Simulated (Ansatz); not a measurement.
`C[CH2][Sn][NH2]` + `COB(F)Cl` → `C[CH2][Sn][Cl]` + `COB(N)F`  (redistribution)

Isolated molecules relaxed with PBE0-D4/def2-TZVP in Ansatz; ΔE leaves out vibrations. CCSD(T)/CBS is the MP2 limit (def2-TZVPP, def2-QZVPP) plus CCSD(T) − MP2 in def2-TZVPP, frozen cores. This one scheme is used for every species. DFT in def2-TZVPP. B3LYP here is the variant with VWN-RPA as its local correlation; programs differ in this. def2 core potentials past Kr. For Sn outer-core shells are correlated without core-valence functions, which leaves a few kJ/mol of doubt a bond. One conformer a species, not always the lowest.

```json
{"level": "r2SCAN-D4", "ΔE (kJ/mol)": "-112.5", "difference from CCSD(T)/CBS": "0.3"}
{"level": "PBE0-D4", "ΔE (kJ/mol)": "-116.9", "difference from CCSD(T)/CBS": "-4.1"}
{"level": "B3LYP-D4", "ΔE (kJ/mol)": "-118.6", "difference from CCSD(T)/CBS": "-5.8"}
{"level": "ωB97X-V", "ΔE (kJ/mol)": "-115.2", "difference from CCSD(T)/CBS": "-2.4"}
{"level": "PBE", "ΔE (kJ/mol)": "-108.8", "difference from CCSD(T)/CBS": "4.0"}
{"level": "r2SCAN", "ΔE (kJ/mol)": "-112.8", "difference from CCSD(T)/CBS": "0.0"}
{"level": "PBE0", "ΔE (kJ/mol)": "-117.9", "difference from CCSD(T)/CBS": "-5.1"}
{"level": "B3LYP", "ΔE (kJ/mol)": "-120.7", "difference from CCSD(T)/CBS": "-7.9"}
{"level": "HF/def2-TZVPP", "ΔE (kJ/mol)": "-140.3", "difference from CCSD(T)/CBS": "-27.5"}
{"level": "SCS-MP2/def2-TZVPP", "ΔE (kJ/mol)": "-109.3", "difference from CCSD(T)/CBS": "3.5"}
{"level": "CCSD/def2-TZVPP", "ΔE (kJ/mol)": "-113.3", "difference from CCSD(T)/CBS": "-0.5"}
{"level": "CCSD(T)/def2-TZVPP", "ΔE (kJ/mol)": "-107.3", "difference from CCSD(T)/CBS": "5.5"}
{"level": "MP2/def2-QZVPP", "ΔE (kJ/mol)": "-109.0", "difference from CCSD(T)/CBS": "3.8"}
{"level": "SCS-MP2/def2-QZVPP", "ΔE (kJ/mol)": "-112.5", "difference from CCSD(T)/CBS": "0.3"}
{"level": "HF/CBS(def2)", "ΔE (kJ/mol)": "-140.8", "difference from CCSD(T)/CBS": "-28.0"}
{"level": "CCSD/CBS(def2)", "ΔE (kJ/mol)": "-118.9", "difference from CCSD(T)/CBS": "-6.1"}
{"level": "CCSD(T)/CBS", "ΔE (kJ/mol)": "-112.8", "difference from CCSD(T)/CBS": "0"}
```

Largest T1 diagnostic among the species: 0.015.

From PBE to PBE0 (25 % exact exchange), in def2-TZVPP and without D4, ΔE moves by −9.1 kJ/mol. In def2-TZVPP, CCSD(T) changes the Hartree–Fock value by +33.1 kJ/mol (the triples alone add +6.1 kJ/mol) and MP2 by +34.6 kJ/mol.
